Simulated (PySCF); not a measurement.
C$_{3}$H$_{9}$NO$_{2}$Si$_{3}$: full NMR table

```yaml
Formula: C3H9NO2Si3
SMILES: N#CC([SiH3])([SiH3])[SiH2]OC=O
Point_group_of_the_computed_structure: C1
Degrees_of_unsaturation: 3
Carbon_signals: 3
Proton_signals: 3
```

Numbering as in the mapped SMILES `[N:1]#[C:2][C:3]([SiH3:4])([SiH3:5])[SiH2:6][O:7][CH:8]=[O:9]`; H(Xn) means a hydrogen on atom n.

PySCF calculation with shielding tensors at PBE0/pcSseg-1 (GIAO) and geometry: GFN2-xTB; no solvent model, averaged over atoms made equivalent by symmetry, fast rotation or ring inversion, non-relativistic Hamiltonian, one computed conformer.

δ = σ(ref) − σ, references computed at the same level: 1H (31.72 ppm), 13C (186.93 ppm), 29Si (349.16 ppm) against TMS; NH3 for 15N (267.73 ppm); 17O (336.08 ppm) vs H2O.

```tsv
carbon	δC, type	δH (multiplicity)	HMBC from (2–3 bonds)	span of the C tensor (ppm)
C2	123.9, C	–	H(Si6), H(Si4)/H(Si5)	349
C3	-11.7, C	–	H(Si6), H(Si4)/H(Si5)	35
C8	167.7, CH	8.17 (s)	H(Si6)	163
```

Other nuclei:
```json
{"atoms": "H(Si6)", "nucleus": "1H", "environment": "hydrogen on a silicon bonded to C, O", "δ (ppm)": "5.08", "σ (ppm)": "26.64"}
{"atoms": "H(Si4)/H(Si5)", "nucleus": "1H", "environment": "hydrogen on a silicon bonded to C", "δ (ppm)": "4.30", "σ (ppm)": "27.42"}
{"atoms": "Si6", "nucleus": "29Si", "environment": "silicon bonded to C, O, 2 H", "δ (ppm)": "-14.9", "σ (ppm)": "364.0"}
{"atoms": "Si4/Si5", "nucleus": "29Si", "environment": "silicon bonded to C, 3 H", "δ (ppm)": "-58.6", "σ (ppm)": "407.7"}
{"atoms": "N1", "nucleus": "15N", "environment": "nitrile nitrogen", "δ (ppm)": "292.5", "σ (ppm)": "-24.7"}
{"atoms": "O9", "nucleus": "17O", "environment": "carbonyl oxygen", "δ (ppm)": "459.9", "σ (ppm)": "-123.8"}
{"atoms": "O7", "nucleus": "17O", "environment": "oxygen bonded to C, Si", "δ (ppm)": "206.9", "σ (ppm)": "129.1"}
```

1. Carbon types of the structure: 2 × C, 1 × CH, leaving 8 H on heteroatoms.
2. δC 167.7: carbonyl carbon.
3. δC 123.9: nitrile carbon; C≡N carbons fall here, among the sp2 signals but without a proton.
4. δC -11.7: fully substituted sp3 carbon bonded to 3 Si, α to a nitrile; an electropositive neighbour leaves it electron-rich and shielded.
5. δH 5.08: hydrogen on a silicon bonded to C, O.
6. δH 4.30: hydrogen on a silicon bonded to C.

Shifts are as computed. Against solution values, carbons near 30 ppm lie about +3 ppm off and those near 130 ppm about +5 ppm. Of 1211 compounds with measured shifts, 218 miss one by over three times the rms of a fit or turn the order of signals round; such compounds aren't used in these exercises. Unscaled 17O shifts of doubly bonded oxygen tend to come out too high, by tens of ppm or more. Experimental scales use liquid or dissolved standards, which lie at an offset from isolated NH3 (liquid NH3: subtract about 20 ppm) and H2O (liquid H2O: subtract about 36 ppm). Unscaled 15N shifts of sp2 nitrogen come out 20 to 40 ppm too high even then. Multiplicities follow the n + 1 count of equivalent neighbours, as no J values were calculated; m marks all less simple cases, F and P coupling included.
